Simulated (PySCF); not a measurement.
Ga(F)2(NH2) (F₂GaH₂N), SMILES [F][Ga]([NH2])[F].

Geometry optimised at r2SCAN-D4/def2-SVP. Other conformers were not sampled.

All values below come from r2SCAN-D4/def2-SVP (PySCF).

Frequencies are harmonic and unscaled.

Computed normal modes with their intensities:
| mode | ν (cm⁻¹) | IR (km/mol) | moving atoms (share of kinetic energy) |
|---|---|---|---|
| 1 | 158 | 4.4 | N 34 %, F 31 %, H 20 %, Ga 15 % |
| 2 | 159 | 135.7 | N 34 %, Ga 28 %, F 23 %, H 15 % |
| 3 | 192 | 28.7 | F 78 %, Ga 17 % |
| 4 | 241 | 62.3 | H 69 %, F 15 %, Ga 14 % |
| 5 | 355 | 9.4 | H 96 % |
| 6 | 674 | 7.5 | F 72 %, N 23 % |
| 7 | 737 | 15.2 | F 58 %, H 22 %, Ga 15 % |
| 8 | 764 | 112.3 | H 60 %, F 15 %, Ga 13 %, N 12 % |
| 9 | 775 | 72.4 | N 48 %, Ga 27 %, F 16 %, H 9 % |
| 10 | 1508 | 23.7 | H 90 %, N 10 % |
| 11 | 3595 | 43.3 | H 96 % |
| 12 | 3710 | 59.0 | H 91 %, N 9 % |
